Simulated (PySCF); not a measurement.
# Sn²⁺: excitation energy

Sn²⁺ [Kr] 4d10 5s2 (1S) → Sn²⁺ [Kr] 4d10 5s1 5p1 (3P), as a difference of total energies. Computed with PySCF 2.14 in aug-cc-pVQZ-DK3 (9s8p6d3f2g, 102 functions), with the spin-free X2C one-electron Hamiltonian (Gaussian nucleus). Correlated levels: valence: [Kr] 4d10 frozen. The calculations carry no spin-orbit coupling.

```
           method  excitation energy (eV)
              UHF                   5.610
              LDA                   7.625
              PBE                   7.368
             PBE0                   7.004
           r2SCAN                   6.830
            B3LYP                   7.349
        BHandHLYP                   6.963
           B2PLYP                   6.953
    MP2 (valence)                   6.249
SCS-MP2 (valence)                   6.430
```

Q: How much does correlation contribute at MP2 (valence)?

A: 6.249 − (5.610) = 0.639 eV, measured against UHF.

A first-order spin-orbit estimate (lowest level to lowest level, LS coupling) adds -0.413 eV.
